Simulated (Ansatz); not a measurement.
Ansatz results at the PBE0-D4/def2-TZVP geometry: HOMO energy (PBE0/def2-TZVPP) -8.27 eV; HOMO–LUMO gap (B3LYP/def2-TZVPP) 7.34 eV; HOMO–LUMO gap (PBE/def2-TZVPP) 5.70 eV.

Each molecule was computed in one conformer, which needn't be the lowest.

Q: Which molecule gave them?
A. `O[SiH2][SiH2]F`
B. `O[Si@@H](Cl)N[Si@@H](O)Cl`
C. `F[SiH2]S[SiH2]Cl`
D. `O[SiH](O)O[SiH](O)F`

A: C. The others give `O[SiH](O)O[SiH](O)F`: -9.34, 9.32, 7.41; `O[Si@@H](Cl)N[Si@@H](O)Cl`: -8.40, 8.20, 6.42; `O[SiH2][SiH2]F`: -8.19, 6.78, 5.08.

B3LYP here is the variant with VWN-RPA as its local correlation; programs differ in this.
